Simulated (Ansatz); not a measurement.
Tl4H5, 9 atoms. Hardware: 4 threads of Arm Neoverse V1 on a shared host.

In the def2 sets Tl takes a core potential; there is no spin–orbit coupling. Correlated methods freeze 16 core orbitals; core or outer-core shells of Tl are correlated, in sets that lack core-valence functions.

How many basis functions does each of these Ansatz runs have, and roughly what does it cost? PBE-QIDH/def2-TZVP, charge 0 doublet, energy, from earlier orbitals; PBE-D4/def2-SVP, charge 0 doublet, energy with a search over starts; MP2/def2-TZVP, charge 0 doublet, energy, from earlier orbitals; PBE0-D4/def2-TZVP, charge 0 doublet, energy, from earlier orbitals; PBE-D4/def2-SVP, charge 0 doublet, energy, from earlier orbitals; PBE-D4/def2-TZVP, charge 0 doublet, energy and forces, from earlier orbitals; PBE-D4/def2-SVP, charge 0 doublet, relaxation, 14 steps; BHLYP-D4/def2-TZVP, charge 0 doublet, energy, from earlier orbitals; CCSD(T)/def2-SVP, charge 0 doublet, energy, from earlier orbitals; HSE06-D4/def2-TZVP, charge 0 doublet, energy, from earlier orbitals; r2SCAN-D4/def2-TZVP, charge 0 doublet, energy, from earlier orbitals; PBE0-D4/def2-SVP, charge 0 doublet, energy, from earlier orbitals.

Other jobs shared the machine, so times can vary by a factor of up to 3. A dash marks memory too small to be measured apart from the calling script's.

```
                                                                         run  functions  fitting or Cholesky vectors  wall time  peak host memory (GiB)
            PBE-D4/def2-SVP, charge 0 doublet, energy, from earlier orbitals        129                         1458      3.9 s                       –
           PBE0-D4/def2-SVP, charge 0 doublet, energy, from earlier orbitals        129                         1667      5.5 s                    0.63
PBE-D4/def2-TZVP, charge 0 doublet, energy and forces, from earlier orbitals        230                         1776      8.5 s                       –
         PBE-D4/def2-SVP, charge 0 doublet, energy with a search over starts        129                         1458      8.5 s                       –
              MP2/def2-TZVP, charge 0 doublet, energy, from earlier orbitals        230                         2176       15 s                       1
         HSE06-D4/def2-TZVP, charge 0 doublet, energy, from earlier orbitals        230                         2056       17 s                     1.2
          PBE0-D4/def2-TZVP, charge 0 doublet, energy, from earlier orbitals        230                         2056       17 s                     1.2
        r2SCAN-D4/def2-TZVP, charge 0 doublet, energy, from earlier orbitals        230                         1776       18 s                    0.55
         BHLYP-D4/def2-TZVP, charge 0 doublet, energy, from earlier orbitals        230                         2340       19 s                     1.2
         PBE-QIDH/def2-TZVP, charge 0 doublet, energy, from earlier orbitals        230                         2176       21 s                     1.1
                     PBE-D4/def2-SVP, charge 0 doublet, relaxation, 14 steps        129                         1458       36 s                       –
           CCSD(T)/def2-SVP, charge 0 doublet, energy, from earlier orbitals        129                         1667    2.7 min                     2.7
```
